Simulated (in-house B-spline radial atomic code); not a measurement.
Results of a calculation; reference values are marked as such.
**Correlation energy from the adiabatic connection: −Z/r, Z = 1.87, wall at 3.8 bohr**

Two electrons in a singlet, external potential −Z/r, Z = 1.87, wall at 3.8 bohr (atomic units). Full CI in B-splines (partial waves to l = 8, correlation up to 0.6 % small) with the density held fixed gives W(λ) = <V_ee>_λ − U, and E_c is the integral of W(λ) − W(0) from 0 to 1.

```json
{"λ": "0", "W(λ) − W(0) (hartree)": "0.00000"}
{"λ": "0.02", "W(λ) − W(0) (hartree)": "-0.00191"}
{"λ": "0.05", "W(λ) − W(0) (hartree)": "-0.00473"}
{"λ": "0.12", "W(λ) − W(0) (hartree)": "-0.01118"}
{"λ": "0.25", "W(λ) − W(0) (hartree)": "-0.02260"}
{"λ": "0.4", "W(λ) − W(0) (hartree)": "-0.03496"}
{"λ": "0.6", "W(λ) − W(0) (hartree)": "-0.05022"}
{"λ": "0.8", "W(λ) − W(0) (hartree)": "-0.06423"}
{"λ": "1", "W(λ) − W(0) (hartree)": "-0.07713"}
```

(1) Integrate the table by the trapezoid rule.

(2) Now use only three numbers: W(0) = -0.9623, the initial slope W'(0) = -0.09583 (extrapolated from the first points) and the strong-coupling limit of the point-charge-plus-continuum model, W∞ = -1.3429. What do second-order theory and the interpolation W(λ) = W∞ + (W(0) − W∞)/√(1 + 2χλ) of Seidl, Perdew and Levy give?

Results:

(1) The strips give -0.00002, -0.00010, -0.00056, -0.00220, -0.00432, -0.00852, -0.01145, -0.01414, which sum to -0.04129 hartree. The direct value, W(1) − W(0) + T_c with T_c = 0.03577, is -0.04136; the curve is convex, so chords lie above it and the trapezoids fall short in size by 0.19 %.

(2) Second order keeps the slope alone: E_c = W'(0)/2 = -0.04791, +16 % in size against -0.04136. Matching the slope fixes χ = W'(0)/(W∞ − W(0)) = -0.09583/(-0.38060) = 0.25179. Integrating, with s = √(1 + 2χ) = 1.226203, E_c = −(W(0) − W∞)(s − 1)/(s + 1) = −0.38060 × 0.226203/2.226203 = -0.03867 hartree, -6.5 % in size against the full result. At λ = 1 the formula gives W − W(0) = -0.07021 against -0.07713. Part of the miss can come from the model's W∞.
